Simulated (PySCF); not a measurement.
Ni²⁰⁺ (nickel, charge +20) across methods

[He] 2s2 2p4, high-spin 3P determinant. Calculation: PySCF 2.14, in an even-tempered Gaussian basis (18 s from 3.8 bohr⁻², ratio 2.2; 11 p from 4.9 bohr⁻², ratio 2.2; 6 d from 26 bohr⁻², ratio 2.4; 5 f from 38 bohr⁻², ratio 2.4; 5 g from 58 bohr⁻², ratio 2.4); the non-relativistic Hamiltonian (point nucleus).

```csv
method,E (hartree),mean ε 2s β (eV),mean ε 2p α (eV),mean ε 2p β (eV),Σ⟨r²⟩ (bohr²),⟨S²⟩
LDA,-1218.726,-1791.0,-1713.3,-1692.7,0.3441,2.000
PBE,-1221.214,-1793.0,-1714.6,-1696.2,0.3436,2.000
r2SCAN,-1221.507,-1796.9,-1721.3,-1701.5,0.3430,2.000
PBE0,-1221.293,-1804.9,-1728.9,-1709.4,0.3434,2.000
M06-2X,-1221.546,-1816.2,-1743.6,-1722.4,0.3431,2.000
UHF,-1221.24408,-1838.5,-1770.5,-1747.3,0.3428,2.000
M06-L,-1221.621,-1796.1,-1721.9,-1701.4,0.3425,2.000
```
